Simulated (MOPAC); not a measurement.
Input file for MOPAC: AM1 on C2H6BN (a complex), monomers drawn apart or pushed together.

```
AM1 1SCF PRECISE CHARGE=0 THREADS=1
C2H6BN

B     -0.36909182 1     0.18655702 1     0.06854439 1
H      0.49231734 1    -0.27412389 1    -0.64166944 1
H     -1.46553805 1    -0.26248684 1    -0.16558581 1
H     -0.35145446 1     1.39341045 1     0.11158590 1
C      0.83326710 1    -1.45554698 1     5.05153803 1
C      0.50964304 1    -1.01382326 1     3.71070383 1
N      0.25432683 1    -0.66518639 1     2.65267050 1
H      1.71862976 1    -2.09192677 1     5.02976811 1
H      1.03115966 1    -0.59337662 1     5.68936395 1
H     -0.00076722 1    -2.02147129 1     5.46799391 1
```

It printed:

```
*******************************************************************************
 **                                                                           **
 **                              MOPAC v23.2.5                                **
 **                                                                           **
 *******************************************************************************
 ** MOPAC's Digital Object Identifier: https://doi.org/10.5281/zenodo.6511958 **
 **                                                                           **
 ** Please cite the open-source release paper for use of this MOPAC version:  **
 ** J. E. Moussa and J. J. P. Stewart (2026)                                  **
 ** MOPAC: An open-source semiempirical molecular orbital program             **
 ** J. Open Source Softw., 11(119), 8025, https://doi.org/10.21105/joss.08025 **
 *******************************************************************************

                              AM1 CALCULATION RESULTS

 *******************************************************************************
 *  AM1        - The AM1 Hamiltonian to be used
 *
 *
 *
 *                 CHARGE ON SYSTEM = 0
 *
 *
 *
 *  PRECISE    - TIGHTER CRITERIA TO BE USED
 *  1SCF       - DO 1 SCF AND THEN STOP
 *  THREADS=1  - MULTI-THREADING NOT USED
 *  T=         - A TIME OF 172800.0 SECONDS REQUESTED
 *  DUMP=N     - RESTART FILE WRITTEN EVERY 7200.0 SECONDS REQUESTED
 *******************************************************************************
AM1 1SCF PRECISE CHARGE=0 THREADS=1
 C2H6BN

   ATOM   CHEMICAL          X               Y               Z
  NUMBER   SYMBOL      (ANGSTROMS)     (ANGSTROMS)     (ANGSTROMS)

     1       B         -0.36909182  *   0.18655702  *   0.06854439  *
     2       H          0.49231734  *  -0.27412389  *  -0.64166944  *
     3       H         -1.46553805  *  -0.26248684  *  -0.16558581  *
     4       H         -0.35145446  *   1.39341045  *   0.11158590  *
     5       C          0.83326710  *  -1.45554698  *   5.05153803  *
     6       C          0.50964304  *  -1.01382326  *   3.71070383  *
     7       N          0.25432683  *  -0.66518639  *   2.65267050  *
     8       H          1.71862976  *  -2.09192677  *   5.02976811  *
     9       H          1.03115966  *  -0.59337662  *   5.68936395  *
    10       H         -0.00076722  *  -2.02147129  *   5.46799391  *



          CARTESIAN COORDINATES

    NO.       ATOM           X           Y           Z

     1         B         -0.3691      0.1866      0.0685
     2         H          0.4923     -0.2741     -0.6417
     3         H         -1.4655     -0.2625     -0.1656
     4         H         -0.3515      1.3934      0.1116
     5         C          0.8333     -1.4555      5.0515
     6         C          0.5096     -1.0138      3.7107
     7         N          0.2543     -0.6652      2.6527
     8         H          1.7186     -2.0919      5.0298
     9         H          1.0312     -0.5934      5.6894
    10         H         -0.0008     -2.0215      5.4680

  H: (AM1): M.J.S. DEWAR ET AL, J. AM. CHEM. SOC. 107 3902-3909 (1985)
  B: (AM1): M.J.S. DEWAR ET AL, ORGANOMETALLICS, 7, 513-521 (1988)
  C: (AM1): M.J.S. DEWAR ET AL, J. AM. CHEM. SOC. 107 3902-3909 (1985)
  N: (AM1): M.J.S. DEWAR ET AL, J. AM. CHEM. SOC. 107 3902-3909 (1985)

           Empirical Formula: C2 H6 N B  =    10 atoms



      MOLECULAR POINT GROUP   :   C3v


      RHF CALCULATION, NO. OF DOUBLY OCCUPIED LEVELS = 11


 -------------------------------------------------------------------------------
 AM1 1SCF PRECISE CHARGE=0 THREADS=1
 C2H6BN



     1SCF WAS SPECIFIED, SO BFGS WAS NOT USED
     SCF FIELD WAS ACHIEVED


                              AM1 CALCULATION
                                                       MOPAC v23.2.5 Linux




          FINAL HEAT OF FORMATION =         60.92070 KCAL/MOL =     254.89219 KJ/MOL


          COSMO AREA              =        123.30 SQUARE ANGSTROMS
          COSMO VOLUME            =         99.07 CUBIC ANGSTROMS

          IONIZATION POTENTIAL    =         10.969565 EV
          HOMO LUMO ENERGIES (EV) =        -10.970  1.203
          NO. OF FILLED LEVELS    =         11
          MOLECULAR WEIGHT        =         54.8861         POINT GROUP:  C3v

          MOLECULAR DIMENSIONS (Angstroms)

            Atom       Atom       Distance
            H    10    H     2     6.37372
            H     8    H     3     3.61510
            H     3    H     4     1.76146


          SCF CALCULATIONS        =          1





   ATOM   CHEMICAL          X               Y               Z
  NUMBER   SYMBOL      (ANGSTROMS)     (ANGSTROMS)     (ANGSTROMS)

     1       B         -0.36909182  *   0.18655702  *   0.06854439  *
     2       H          0.49231734  *  -0.27412389  *  -0.64166944  *
     3       H         -1.46553805  *  -0.26248684  *  -0.16558581  *
     4       H         -0.35145446  *   1.39341045  *   0.11158590  *
     5       C          0.83326710  *  -1.45554698  *   5.05153803  *
     6       C          0.50964304  *  -1.01382326  *   3.71070383  *
     7       N          0.25432683  *  -0.66518639  *   2.65267050  *
     8       H          1.71862976  *  -2.09192677  *   5.02976811  *
     9       H          1.03115966  *  -0.59337662  *   5.68936395  *
    10       H         -0.00076722  *  -2.02147129  *   5.46799391  *

                             CARTESIAN COORDINATES

   1    B       -0.369091820     0.186557020     0.068544390
   2    H        0.492317340    -0.274123890    -0.641669440
   3    H       -1.465538050    -0.262486840    -0.165585810
   4    H       -0.351454460     1.393410450     0.111585900
   5    C        0.833267100    -1.455546980     5.051538030
   6    C        0.509643040    -1.013823260     3.710703830
   7    N        0.254326830    -0.665186390     2.652670500
   8    H        1.718629760    -2.091926770     5.029768110
   9    H        1.031159660    -0.593376620     5.689363950
  10    H       -0.000767220    -2.021471290     5.467993910


           Empirical Formula: C2 H6 N B  =    10 atoms



      MOLECULAR POINT GROUP   :   C3v


                  EIGENVALUES
 -37.68270 -31.54553 -21.05886 -18.85682 -15.84915 -15.84914 -14.08212 -12.96698
 -12.96697 -10.96957 -10.96957   1.20293   1.48602   1.48602   2.84726   3.79161
   3.79162   4.07471   4.28519   6.14115   6.14115   6.33223


              NET ATOMIC CHARGES AND DIPOLE CONTRIBUTIONS

  ATOM NO.   TYPE          CHARGE      No. of ELECS.   s-Pop       p-Pop
    1          B           0.316855        2.6831     1.25873     1.42442
    2          H          -0.107561        1.1076     1.10756
    3          H          -0.107561        1.1076     1.10756
    4          H          -0.107561        1.1076     1.10756
    5          C          -0.131710        4.1317     1.18787     2.94384
    6          C          -0.112658        4.1127     1.27816     2.83450
    7          N          -0.081444        5.0814     1.80873     3.27271
    8          H           0.110546        0.8895     0.88945
    9          H           0.110547        0.8895     0.88945
   10          H           0.110547        0.8895     0.88945
 DIPOLE           X         Y         Z       TOTAL
 POINT-CHG.     0.680    -0.928     2.817     3.043
 HYBRID         0.242    -0.331     1.004     1.084
 SUM            0.922    -1.259     3.821     4.128


          ATOMIC ORBITAL ELECTRON POPULATIONS

     Atom    s        px        py        pz
    1  B   1.25873   0.67111   0.64114   0.11217
    2  H   1.10756
    3  H   1.10756
    4  H   1.10756
    5  C   1.18787   1.03743   1.02889   0.87751
    6  C   1.27816   0.94403   0.94415   0.94631
    7  N   1.80873   1.07894   1.08075   1.11302
    8  H   0.88945
    9  H   0.88945
   10  H   0.88945

 **********************
 *                    *
 * JOB ENDED NORMALLY *
 *                    *
 **********************




 == MOPAC DONE ==
```

The run finished.

Cost: roughly 0.020 core-seconds.
